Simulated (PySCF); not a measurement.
C4H6N2O2Si.
Bonds: O1–C2 (double), C2–O3, C2–C4, C4–C5 (aromatic), C5–N6 (aromatic), N6–C7 (aromatic), C7–N8 (aromatic), N8–Si9, C4–N8 (aromatic). Hydrogens: H10 on O3; H11 on C5; H12 on C7; H13, H14, H15 on Si9.

The same species was optimised twice, with GFN2-xTB and with PBE0-D3(BJ)/def2-SVP (PySCF), and the same property calculations (PySCF, gas phase) were run on both structures.

| coordinate | GFN2-xTB | PBE0-D3(BJ)/def2-SVP | change |
| --- | --- | --- | --- |
| N8–Si9 (Å) | 1.774 | 1.804 | +0.030 |
| C7–N8 (Å) | 1.341 | 1.360 | +0.019 |
| C2–C4 (Å) | 1.432 | 1.449 | +0.017 |
| C5–N6 (Å) | 1.346 | 1.356 | +0.010 |
| C4–N8 (Å) | 1.375 | 1.383 | +0.008 |
| O1=C2 (Å) | 1.223 | 1.216 | -0.007 |
| N6–C7 (Å) | 1.313 | 1.317 | +0.004 |
| C2–O3 (Å) | 1.332 | 1.331 | -0.001 |
| C4–C5 (Å) | 1.382 | 1.382 | 0.000 |
| C4–N8–Si9 (°) | 123.4 | 127.6 | +4.2 |
| C7–N8–Si9 (°) | 131.6 | 127.5 | -4.1 |
| C2–C4–N8 (°) | 117.1 | 118.9 | +1.8 |
| O3–C2–C4 (°) | 116.5 | 114.6 | -1.9 |
| C2–C4–C5 (°) | 136.2 | 134.7 | -1.5 |
| O1–C2–C4 (°) | 121.2 | 122.2 | +1.0 |
| O1–C2–O3 (°) | 122.3 | 123.2 | +0.9 |
| C4–C5–N6 (°) | 109.2 | 110.0 | +0.8 |
| O1–C2–C4–C5 (°) | 180 | 180 | 0 |

Rotational constants: A = 1840, B = 1610, C = 868.2 MHz (GFN2-xTB) against A = 1787, B = 1545, C = 837.4 MHz (PBE0-D3(BJ)/def2-SVP). Point groups within 0.08 Å: Cs and Cs.

On the GFN2-xTB structure: lowest singlet, TDDFT (eV) 5.35 [CAM-B3LYP/def2-SVPD]; lowest triplet, Tamm–Dancoff (eV) 3.63 [CAM-B3LYP/def2-SVPD]; isotropic polarisability (au) 91.2 [CAM-B3LYP/def2-SVPD]; HOMO (eV) -8.62 [CAM-B3LYP/def2-SVPD]; LUMO (eV) -0.46 [CAM-B3LYP/def2-SVPD]; dipole (D) 2.02 [CAM-B3LYP/def2-SVPD]; HOMO (eV) -7.36 [PBE0/pcSseg-1]; LUMO (eV) -1.42 [PBE0/pcSseg-1]; dipole (D) 2.07 [PBE0/pcSseg-1]; GIAO shielding of O1 (ppm) -54.6 [PBE0/pcSseg-1]; GIAO shielding of C2 (ppm) 16.5 [PBE0/pcSseg-1]; GIAO shielding of O3 (ppm) 145.1 [PBE0/pcSseg-1]; GIAO shielding of C4 (ppm) 57.8 [PBE0/pcSseg-1]; GIAO shielding of C5 (ppm) 41.4 [PBE0/pcSseg-1]; GIAO shielding of N6 (ppm) -51.3 [PBE0/pcSseg-1]; GIAO shielding of C7 (ppm) 36.2 [PBE0/pcSseg-1]; GIAO shielding of N8 (ppm) 71.7 [PBE0/pcSseg-1].

What do these properties become on the PBE0-D3(BJ)/def2-SVP structure?

```tsv
property	level	on GFN2-xTB	on PBE0-D3(BJ)/def2-SVP	change
lowest singlet, TDDFT (eV)	CAM-B3LYP/def2-SVPD	5.35	5.40	+0.05
lowest triplet, Tamm–Dancoff (eV)	CAM-B3LYP/def2-SVPD	3.63	3.64	+0.01
isotropic polarisability (au)	CAM-B3LYP/def2-SVPD	91.2	92.8	+1.6
HOMO (eV)	CAM-B3LYP/def2-SVPD	-8.62	-8.60	+0.02
LUMO (eV)	CAM-B3LYP/def2-SVPD	-0.46	-0.39	+0.07
dipole (D)	CAM-B3LYP/def2-SVPD	2.02	1.76	-0.26
energy, GFN2-xTB geometry as zero (kcal/mol)	CAM-B3LYP/def2-SVPD	0.0	-3.3	-3.3
HOMO (eV)	PBE0/pcSseg-1	-7.36	-7.33	+0.03
LUMO (eV)	PBE0/pcSseg-1	-1.42	-1.35	+0.07
dipole (D)	PBE0/pcSseg-1	2.07	1.81	-0.26
energy, GFN2-xTB geometry as zero (kcal/mol)	PBE0/pcSseg-1	0.0	-2.8	-2.8
GIAO shielding of O1 (ppm)	PBE0/pcSseg-1	-54.6	-54.0	+0.6
GIAO shielding of C2 (ppm)	PBE0/pcSseg-1	16.5	17.8	+1.3
GIAO shielding of O3 (ppm)	PBE0/pcSseg-1	145.1	141.3	-3.8
GIAO shielding of C4 (ppm)	PBE0/pcSseg-1	57.8	55.4	-2.4
GIAO shielding of C5 (ppm)	PBE0/pcSseg-1	41.4	39.7	-1.7
GIAO shielding of N6 (ppm)	PBE0/pcSseg-1	-51.3	-52.1	-0.8
GIAO shielding of C7 (ppm)	PBE0/pcSseg-1	36.2	33.3	-2.9
GIAO shielding of N8 (ppm)	PBE0/pcSseg-1	71.7	71.8	+0.1
```

The heavy atoms differ by 0.066 Å rms after alignment. Among bonds between heavy atoms N8–Si9 changes most (+0.030 Å). Changes are differences of the printed values. Neither structure is proved a minimum here.

Shape of the structure used: `[O:1]=[C:2]([OH:3])[c:4]1[cH:5][n:6][cH:7][n:8]1[SiH3:9]`: O1–C2–C4–C5 180°, H–O3–C2–O1 0°.
